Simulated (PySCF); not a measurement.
Species: C7H11O (doublet state).
Geometry (GFN2-xTB, Å), atoms numbered from 1 in this order:
```xyz
19
C7H11O angstrom
C      2.6501    0.5780    0.0327
C      1.7516   -0.3861   -0.0388
C      0.5670   -0.5006    0.8655
C     -0.7536   -0.2723    0.1205
C     -1.0501   -1.3486   -0.9091
C     -0.9832    1.1780   -0.3550
C     -2.1191    1.1355    0.6101
O     -1.8389   -0.1397    1.0721
H      2.5908    1.3576    0.7749
H      3.4899    0.6252   -0.6394
H      1.8447   -1.1585   -0.7902
H      0.5331   -1.4969    1.3138
H      0.6354    0.2326    1.6721
H     -0.9983   -2.3335   -0.4504
H     -2.0519   -1.2038   -1.3069
H     -0.3349   -1.2925   -1.7254
H     -0.1699    1.8718   -0.1252
H     -1.2502    1.2896   -1.4069
H     -2.5224    1.8736    1.2780
```

The hyperfine couplings belong to this conformer and change with its torsions.

The species is `C(C[C@@]1(C[CH]O1)C)=C` [radical].

Computed, not measured: PySCF, UKS B3LYP, pcH-1 on C H O, non-relativistic, mean-field spin-orbit, GIAO. The structure is a single GFN2-xTB conformer in the gas phase; no vibrational or solvent corrections. A GFN2-xTB geometry isn't a minimum of the functional, and hyperfine couplings can be far from their values at a DFT geometry. The SCF solution wasn't tested for stability.

Break the g tensor into its mass correction, gauge correction and orbital-Zeeman/spin–orbit terms.

```json
{"Δg (ppm)": "relativistic mass correction", "1": "-194", "2": "-194", "3": "-194"}
{"Δg (ppm)": "gauge correction", "1": "-6", "2": "6", "3": "24"}
{"Δg (ppm)": "orbital Zeeman/spin–orbit", "1": "-28", "2": "1516", "3": "2569"}
{"Δg (ppm)": "total", "1": "-228", "2": "1328", "3": "2399"}
```

So g = 2.00209, 2.00365, 2.00472 and g_iso = 2.00349; the tensor is rhombic: the two nearest values differ by 41 % of g3 − g1. 

What are the electron Larmor frequencies g μB B/h along the three axes at 350 mT?

9.8076, 9.8152, 9.8205 GHz for g1, g2 and g3, a range of 12.9 MHz.

At 9.665 GHz, how far is the centre of the isotropic spectrum from where a free electron (g = 2.002319) resonates?

B = hν/(g μB) with μB/h = 13.99624 MHz/mT gives 344.87 mT for the free electron and 344.67 mT at g_iso, 0.20 mT lower.

What effective moment and Curie constant follow for a powder?

With the mean of g² = 4.0140 and S(S+1) = 0.75: μ_eff = √(⟨g²⟩S(S+1)) = 1.735 μB and χT = 0.12505·⟨g²⟩·S(S+1) = 0.376 cm³ K/mol (cgs; spin-Hamiltonian part alone).

In a frozen sample, at which fields do the three g values resonate at 9.5, 34, 94 and 263 GHz (hyperfine left aside), and which band first spreads them over more than twice a line width of 1.0 mT?

```json
{"band": "X", "GHz": "9.5", "B(g3) mT": "338.58", "B(g2) mT": "338.76", "B(g1) mT": "339.02", "spread mT": "0.44"}
{"band": "Q", "GHz": "34.0", "B(g3) mT": "1211.75", "B(g2) mT": "1212.40", "B(g1) mT": "1213.34", "spread mT": "1.59"}
{"band": "W", "GHz": "94.0", "B(g3) mT": "3350.14", "B(g2) mT": "3351.93", "B(g1) mT": "3354.54", "spread mT": "4.39"}
{"band": "J", "GHz": "263.0", "B(g3) mT": "9373.27", "B(g2) mT": "9378.28", "B(g1) mT": "9385.56", "spread mT": "12.29"}
```

The spread grows in proportion to the frequency. W band is the first where it exceeds 2.0 mT.

Largest spin populations (Mulliken): C7 (+0.86) and O8 (+0.15). The angles at C7 add up to 347.1°, so it is slightly pyramidal.

The HOMO–LUMO gaps are 4.49 eV among the α and 6.60 eV among the β orbitals.
